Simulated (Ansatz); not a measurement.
# Reading a saddle point

A first-order saddle point of Si2NH8Cl, closed shell, PBE0-D4/def2-TZVP, with one imaginary mode of 643i cm⁻¹:

Si1  (-1.256, -0.281, 0.403)
N2  (0.270, -0.792, 1.326)
H3  (-2.263, -0.836, 1.353)
H4  (-1.479, 1.174, 0.378)
Cl5  (-1.591, -1.415, -1.263)
H6  (0.884, -0.174, 0.600)
Si7  (1.007, 0.909, -1.214)
H8  (0.486, -1.778, 1.200)
H9  (0.295, -0.563, 2.319)
H10  (-0.062, 1.465, -2.111)
H11  (1.908, 0.161, -2.155)
H12  (1.802, 2.131, -0.837)
(Å)

Computed with Ansatz 0.2.0 (basis: def2-TZVPP and def2-QZVPP); correlated methods freeze the cores. Extrapolation: Hartree–Fock as exp(−7.88 √X), correlation as X^−2.97.

Which contacts change along the imaginary mode, and what lies on either side? (Judge from chemistry; the calculation decides.)

The calculation gives: The step is SiNH₄Cl ([NH2][SiH2][Cl]) + SiH₄ → Si₂H₅Cl ([SiH3][SiH2][Cl]) + NH₃, with the molecules in contact on both sides. Shortening one way: Si1–Si7, N2–H6; lengthening the same way: Si1–N2, H6–Si7.
| pair | one side (Å) | saddle (Å) | other side (Å) |
| --- | --- | --- | --- |
| Si1–Si7 | 4.19 | 3.03 | 2.33 |
| N2–H6 | 3.19 | 1.13 | 1.01 |
| Si1–N2 | 1.70 | 1.86 | 2.64 |
| H6–Si7 | 1.49 | 2.12 | 3.26 |

Which side is lower, and how far does the saddle lie above each? (Judge from chemistry; the value comes from the calculation.)

By the calculation: The side with Si1–N2, H6–Si7 short is lower by 11.28 kcal/mol; the saddle lies 59.42 kcal/mol above it and 48.14 kcal/mol above the other (CCSD(T) at an estimated basis limit (MP2 extrapolated from triple and quadruple zeta, plus CCSD(T) − MP2 in triple zeta); electronic energies).

No T1 diagnostic of these runs exceeds 0.012.

Labels in which every atom is bracketed show which atoms are joined, not bond orders.

For scale, one of the runs: CCSD(T)/def2-TZVPP, 269 basis functions, launched by `ansatz run in.yaml --threads 4 --pin off --events-out ev --progress --plain --max-ram 9574MiB`. The run took 2.9 min on 4 CPU threads of an Arm Neoverse V1 (shared host), with 6.3 GiB of host memory at its peak.
